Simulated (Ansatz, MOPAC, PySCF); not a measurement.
Noncovalent pair: C2H4 (SMILES C=C) (first 6 atoms) with C3H8 (SMILES CCC); geometry from B3LYP-D3(BJ)/def2-TZVP, rigid monomers moved along the line of their centres of mass till C1···H13 is 3.40 Å.
(charge 0, multiplicity 1):
```xyz
17

C      0.647    -0.339     0.279
C     -0.540     0.237     0.168
H      1.495     0.182     0.708
H      0.820    -1.356    -0.052
H     -1.389    -0.285    -0.258
H     -0.713     1.253     0.499
C     -1.199    -0.503     4.408
C      0.326    -0.450     4.432
C      0.867     0.973     4.333
H     -1.566    -1.527     4.495
H     -1.625     0.076     5.232
H     -1.585    -0.088     3.475
H      0.719    -1.046     3.604
H      0.695    -0.917     5.351
H      1.958     0.990     4.341
H      0.531     1.454     3.412
H      0.518     1.585     5.169
```

Monomers are frozen at their geometry in the pair; levels with a basis set take the counterpoise correction. Rows marked so take none.

Rows in 3-21G, 6-31G* carry no dispersion term and start afresh at each structure (6-31G* with six Cartesian d functions). The state reached by PM6 isn't checked.

Programs: Ansatz (Gaussian orbitals); MOPAC for PM6 (differences of heats of formation); PySCF for 3-21G rows, 6-31G* rows, the dispersion terms. Each number belongs to the level named beside it.

One of these levels gives -47.3 meV for the interaction energy. Name it.
A) B3LYP/6-31G*
B) r2SCAN-D4/def2-TZVPPD
C) HF/3-21G (no counterpoise)
D) PM6

B, r2SCAN-D4/def2-TZVPPD. The others give -3.7 (PM6), -21.4 (HF/3-21G (no counterpoise)), 14.7 (B3LYP/6-31G*)

Ansatz is a quantum-chemistry and plane-wave program.
